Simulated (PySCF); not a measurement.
Bonding in `C/C=N/C=C(/F)CC`

Species: C₆H₁₀FN.
SMILES with atom numbers: `[CH3:1]/[CH:2]=[N:3]/[CH:4]=[C:5](/[F:6])[CH2:7][CH3:8]` (hydrogens: H9, H10, H11 on C1; H12 on C2; H13 on C4; H14, H15 on C7; H16, H17, H18 on C8)

Cartesian coordinates in Å at the GFN2-xTB level; atoms count from 1:
```xyz
18
C6H10FN angstrom
C      3.1693    0.9142   -0.2938
C      2.1357   -0.0321   -0.7805
N      1.0094   -0.1177   -0.2109
C      0.0642   -1.0041   -0.6699
C     -1.1238   -1.0861   -0.0689
F     -2.0260   -1.9745   -0.5480
C     -1.6045   -0.2960    1.0979
C     -2.7686    0.6183    0.7090
H      4.0678    0.3677   -0.0085
H      3.4441    1.6063   -1.0891
H      2.7943    1.4702    0.5601
H      2.4078   -0.6456   -1.6529
H      0.2906   -1.6446   -1.5239
H     -1.9379   -0.9888    1.8755
H     -0.7647    0.2885    1.4701
H     -2.4489    1.3397   -0.0391
H     -3.1282    1.1574    1.5816
H     -3.5894    0.0337    0.2997
```

Bond orders from the PBE0/pcSseg-1 density (PySCF). Isolated species at its GFN2-xTB geometry (one conformer only).

(1) How far do the computed orders between heavy atoms stray from the drawn ones?

(2) Give the Mayer order of every bond, beside its length.

Answers

(1) The largest departure is 0.244, at C4–C5 (drawn double, 1.756).

(2) 
```tsv
bond	drawn as	length (Å)	Mayer order
C1–C2	single	1.483	1.042
C2–N3	double	1.265	1.826
N3–C4	single	1.375	1.090
C4–C5	double	1.334	1.756
C5–F6	single	1.354	0.915
C5–C7	single	1.489	1.036
C7–C8	single	1.530	1.037
C1–H9	single	1.090	0.945
C1–H10	single	1.089	0.946
C1–H11	single	1.086	0.963
C2–H12	single	1.101	0.931
C4–H13	single	1.091	0.923
C7–H14	single	1.093	0.928
C7–H15	single	1.089	0.931
C8–H16	single	1.087	0.967
C8–H17	single	1.087	0.969
C8–H18	single	1.088	0.965
```

Bonds between the same two heavy elements. C–C: lowest C5–C7 and C7–C8 (1.036, 1.489 Å), highest C4–C5 (1.756, 1.334 Å). C–N: lowest N3–C4 (1.090, 1.375 Å), highest C2–N3 (1.826, 1.265 Å). Bonds named together lie within 0.004.

Task: Sum the orders of all bonds at each heavy atom with more than one neighbour and set the sums beside the valence in the SMILES.

Result: C1 3.896 (drawn 4), C2 3.799 (drawn 4), N3 2.916 (drawn 3), C4 3.769 (drawn 4), C5 3.707 (drawn 4), C7 3.932 (drawn 4), C8 3.938 (drawn 4). Orders between atoms that aren't bonded are not in these sums.

The Mayer order sums products of elements of PS (density times overlap matrix) between the two atoms' basis functions, so it depends on the basis set.

These values come from a run that also computed NMR shieldings. On one thread, Arm Neoverse N1, shared host, this took 42 s of wall time.
